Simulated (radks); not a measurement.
Values are calculated unless marked as measured or tabulated.
Sb, configuration [Kr] 4d10 5s2 5p2 6s1 (not the ground configuration). Code: a radial shooting solver on a logarithmic mesh with Libxc functionals. Model: scalar-relativistic Kohn-Sham, BLYP, spin-polarised, spherical densities, finite nucleus; open shells are filled with parallel spins first (spin-orbit coupling, left out, can overturn this in heavy ions); Fermi nuclear charge, rms radius 4.6802 fm. Some entries of the table are withheld. Estimate them.

orbital  occ.  eigenvalue (Ry)  r(max) (bohr)  <r> (bohr)
1s up       1        -2227.904        0.01835     0.02842
1s down     1        -2227.900        0.01835     0.02842
2s up       1        -339.2608         0.1037      0.1226
2s down     1        -339.2592         0.1037      0.1226
2p up       3        -304.6390        0.08303      0.1071
2p down     3        -304.6361        0.08304      0.1071
3s up       1        -66.71342         0.2999      0.3306
3s down     1        -66.71003         0.3000      0.3306
3p up       3        -55.42794         0.2934      0.3288
3p down     3        -55.42413         0.2934      0.3288
3d up       5        -38.19445         0.2442      0.3055
3d down     5        -38.19087         0.2442      0.3055
4s up       1        -11.20459         0.7223      0.7906
4s down     1        -11.19647         0.7224      0.7905
4p up       3         -7.74808         0.7619      0.8524
4p down     3         -7.73954         0.7621      0.8519
4d up       5         -2.73538         0.8465       1.032
4d down     5         -2.71960         0.8462       1.027
5s up       1              (1)          1.878         (2)
5s down     1              (3)          1.862         (4)
5p up       2         -0.58815            (5)       2.716
5p down     0         -0.50264            (6)       2.757
6s up       1         -0.13246          5.675       6.543

Answer. 
(1) 5s up eigenvalue (Ry): -1.21594
(2) 5s up <r> (bohr): 2.169
(3) 5s down eigenvalue (Ry): -1.13122
(4) 5s down <r> (bohr): 2.165
(5) 5p up r(max) (bohr): 2.259
(6) 5p down r(max) (bohr): 2.256
